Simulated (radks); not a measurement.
Task: Valence configurations of C III (all share [He]). Calculated with a radial shooting solver on a logarithmic mesh with Libxc functionals: non-relativistic Kohn-Sham, PBE, spin-polarised, spherical densities, point nucleus; open shells are filled with parallel spins first. Order these by energy: 2p2; 2s1 2p1; 2s1.5 2p0.5; 2s2; 2s0.5 2p1.5.

Result: From the lowest, in eV above it: 2s2 0.000; 2s1.5 2p0.5 3.667; 2s1 2p1 5.909; 2s0.5 2p1.5 10.256; 2p2 14.582. NIST lists [He] 2s2 as the ground configuration; this level of theory agrees among the configurations tried. The energies are those of spherical high-spin densities, not of single terms.
